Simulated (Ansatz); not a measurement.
**Two structures, one formula**

Two relaxed structures of BSiH₃SO, closed shell (PBE0-D4/def2-TZVP; forces vanish, vibrations not checked).

A:

B1  (-0.013, 1.064, -0.956)
O2  (0.156, 0.524, 0.281)
Si3  (0.067, -0.935, 0.992)
S4  (-1.109, -2.392, 0.530)
H5  (-0.201, 2.243, -1.017)
H6  (0.056, 0.363, -1.924)
H7  (1.045, -0.867, 2.093)
(Å)

B:

B1  (-0.270, 0.965, -1.388)
O2  (-0.399, 0.380, -0.190)
Si3  (-0.692, -0.253, 1.292)
S4  (1.028, -1.543, 1.395)
H5  (0.340, 1.995, -1.466)
H6  (-0.770, 0.442, -2.344)
H7  (0.687, -1.992, 2.615)
(Å)

Program: Ansatz 0.2.0. Basis: def2-TZVPP. Cores are frozen in the correlated methods. B3LYP uses VWN-RPA correlation.

Problem. Which structure is lower at CCSD(T), and by how much? (An estimate is asked for; the value comes from the calculation.)

Solution. By the calculation: A, by 36.2 kJ/mol (electronic energy, against the other). By their contacts, A is BSiH₃SO ([BH2][O][SiH][S]) and B is BSiH₃SO ([BH2][O][Si][SH]).

All methods give the same order:

```csv
method,E(B) − E(A) (kJ/mol)
PBE-D4,24.0
r2SCAN-D4,41.7
PBE0-D4,31.8
B3LYP-D4,28.4
wB97M-V,25.6
HF,45.2
MP2,49.4
CCSD,35.1
CCSD(T),36.2
```

The T1 diagnostic stays at or below 0.017.

Labels in which every atom is bracketed show which atoms are joined, not bond orders.

For scale, one of the runs: CCSD(T)/def2-TZVPP, 188 basis functions, launched by `ansatz run in.yaml --threads 2 --pin off --events-out ev --progress --plain --max-ram 4352MiB`. Time: 49 s of wall clock on 2 CPU threads of an Arm Neoverse V2; the host was shared. Peak host memory: 1.9 GiB.
